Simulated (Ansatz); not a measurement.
Steps of a relaxation of `O[Si@@H]1C[C@@H](F)O1` with RKS PBE0-D4/def2-TZVP.

```sh
$ ansatz run in.yaml --threads 4 --pin off --events-out ev --progress --plain --max-ram 10444MiB
```

```yaml
crystal:
  periodic: [false, false, false]
  atoms:
    - {symbol: O, position_ang: [-0.522960, -2.101083, -1.101615]}
    - {symbol: Si, position_ang: [0.024368, -0.533462, -0.969291]}
    - {symbol: C, position_ang: [0.824022, 0.101553, 0.624821]}
    - {symbol: C, position_ang: [-0.372900, 1.083909, 0.616352]}
    - {symbol: F, position_ang: [0.048674, 2.367484, 0.326910]}
    - {symbol: O, position_ang: [-1.173302, 0.589577, -0.448872]}
    - {symbol: H, position_ang: [-1.037188, -2.442525, -0.349133]}
    - {symbol: H, position_ang: [0.640358, -0.269045, -2.302257]}
    - {symbol: H, position_ang: [0.803572, -0.606789, 1.476452]}
    - {symbol: H, position_ang: [1.806065, 0.610119, 0.594886]}
    - {symbol: H, position_ang: [-0.975409, 1.143163, 1.552148]}
basis:
  gaussian: {orbitals: def2-TZVP}
hamiltonian: {xc: pbe0, dispersion: d4}
relax: {f_tol: 0.005, max_steps: 150}
```

Positions (Å) and forces (eV/Å) along the path, 8 of 8 steps:

```xyz
11
step=1 energy=-16837.5994 eV
O    -0.523   -2.101   -1.102   -0.008    0.788    0.652
Si    0.024   -0.533   -0.969   -0.755   -0.130    0.320
C     0.824    0.102    0.625    0.124    0.000   -0.009
C    -0.373    1.084    0.616   -0.289   -0.150    0.198
F     0.049    2.367    0.327   -0.149   -0.424    0.056
O    -1.173    0.590   -0.449    1.068   -0.437    0.028
H    -1.037   -2.443   -0.349    0.352    0.238   -0.525
H     0.640   -0.269   -2.302   -0.140   -0.020    0.279
H     0.804   -0.607    1.476   -0.034    0.386   -0.419
H     1.806    0.610    0.595   -0.524   -0.270   -0.002
H    -0.975    1.143    1.552    0.355    0.017   -0.578
11
step=2 energy=-16837.6642 eV
O    -0.520   -2.084   -1.087    0.110    0.557    0.245
Si    0.026   -0.531   -0.963   -0.565   -0.055    0.225
C     0.823    0.098    0.619   -0.014   -0.042   -0.019
C    -0.372    1.070    0.616   -0.066   -0.046   -0.076
F     0.047    2.349    0.330   -0.063   -0.118    0.035
O    -1.158    0.584   -0.453    0.569   -0.340   -0.044
H    -1.031   -2.417   -0.342    0.084    0.022   -0.152
H     0.632   -0.263   -2.285   -0.023    0.002    0.068
H     0.799   -0.597    1.465    0.008    0.094   -0.123
H     1.792    0.602    0.587   -0.158   -0.067    0.007
H    -0.973    1.131    1.535    0.118   -0.008   -0.166
11
step=3 energy=-16837.6836 eV
O    -0.516   -2.060   -1.072   -0.021    0.005    0.058
Si    0.020   -0.526   -0.956    0.007    0.021   -0.029
C     0.822    0.093    0.616    0.021   -0.014   -0.034
C    -0.370    1.061    0.608   -0.002    0.032    0.048
F     0.041    2.340    0.327   -0.003   -0.017   -0.003
O    -1.147    0.574   -0.460    0.007    0.010   -0.025
H    -1.028   -2.396   -0.333   -0.014   -0.066   -0.026
H     0.629   -0.256   -2.272    0.016    0.009   -0.021
H     0.799   -0.602    1.456   -0.005    0.012    0.012
H     1.784    0.598    0.586    0.015    0.005    0.001
H    -0.969    1.118    1.520   -0.023    0.002    0.018
11
step=4 energy=-16837.6843 eV
O    -0.519   -2.062   -1.071   -0.003    0.049    0.053
Si    0.020   -0.526   -0.956    0.002   -0.013   -0.027
C     0.823    0.094    0.615    0.000   -0.016    0.004
C    -0.370    1.061    0.610    0.017    0.028    0.000
F     0.041    2.340    0.330   -0.009    0.000    0.006
O    -1.144    0.576   -0.461   -0.010    0.005   -0.012
H    -1.032   -2.401   -0.335   -0.005   -0.046   -0.028
H     0.632   -0.257   -2.272    0.002   -0.003   -0.004
H     0.801   -0.598    1.457    0.006   -0.002    0.008
H     1.786    0.600    0.583    0.003    0.004   -0.002
H    -0.972    1.116    1.521   -0.004   -0.006    0.003
11
step=5 energy=-16837.6851 eV
O    -0.523   -2.059   -1.063   -0.008   -0.001    0.003
Si    0.020   -0.526   -0.955    0.008   -0.008   -0.026
C     0.826    0.098    0.613   -0.025   -0.016    0.006
C    -0.368    1.064    0.610   -0.032    0.038    0.045
F     0.037    2.350    0.353   -0.010   -0.042   -0.002
O    -1.136    0.590   -0.471    0.005   -0.002   -0.033
H    -1.043   -2.417   -0.342    0.003    0.003    0.001
H     0.635   -0.273   -2.273   -0.002    0.005    0.012
H     0.809   -0.589    1.460    0.014   -0.003    0.002
H     1.787    0.605    0.573    0.018    0.014   -0.001
H    -0.979    1.101    1.517    0.029    0.012   -0.008
11
step=6 energy=-16837.6852 eV
O    -0.525   -2.058   -1.064    0.002   -0.007   -0.003
Si    0.021   -0.527   -0.955   -0.016   -0.003    0.007
C     0.825    0.097    0.614    0.000   -0.016    0.003
C    -0.370    1.063    0.610   -0.003   -0.002   -0.001
F     0.036    2.347    0.351    0.003    0.007   -0.004
O    -1.136    0.588   -0.472    0.004    0.008   -0.002
H    -1.044   -2.415   -0.341    0.002    0.003   -0.001
H     0.637   -0.271   -2.272    0.003    0.000    0.001
H     0.812   -0.590    1.461    0.009    0.004   -0.007
H     1.787    0.605    0.571   -0.008    0.007    0.007
H    -0.979    1.103    1.518    0.003   -0.003    0.001
11
step=7 energy=-16837.6853 eV
O    -0.526   -2.059   -1.065    0.004    0.002   -0.002
Si    0.020   -0.527   -0.955    0.001    0.004    0.001
C     0.825    0.097    0.614   -0.003   -0.001    0.003
C    -0.370    1.063    0.610    0.000   -0.007   -0.002
F     0.037    2.347    0.351    0.001    0.003    0.001
O    -1.136    0.589   -0.473    0.002   -0.001    0.003
H    -1.045   -2.416   -0.342    0.000    0.002    0.002
H     0.639   -0.272   -2.271   -0.002   -0.001   -0.001
H     0.815   -0.590    1.461   -0.001    0.002    0.003
H     1.785    0.609    0.572    0.001   -0.003   -0.006
H    -0.978    1.102    1.518   -0.004    0.001   -0.001
11
step=8 energy=-16837.6853 eV
O    -0.525   -2.058   -1.064    0.000   -0.003   -0.003
Si    0.020   -0.527   -0.955    0.000    0.002    0.002
C     0.825    0.097    0.614   -0.003   -0.001    0.002
C    -0.370    1.063    0.610    0.001   -0.001   -0.002
F     0.037    2.347    0.352    0.000    0.002    0.001
O    -1.136    0.589   -0.473    0.001    0.000    0.000
H    -1.045   -2.416   -0.342    0.000    0.001    0.002
H     0.638   -0.272   -2.271    0.000    0.000    0.000
H     0.815   -0.589    1.461    0.001    0.000    0.000
H     1.785    0.608    0.571    0.001    0.001   -0.002
H    -0.979    1.102    1.518   -0.001    0.000    0.000
```

It took 33 s on 4 threads of an Arm Neoverse V1 on a shared host, with 0.61 GiB of host memory at the peak.
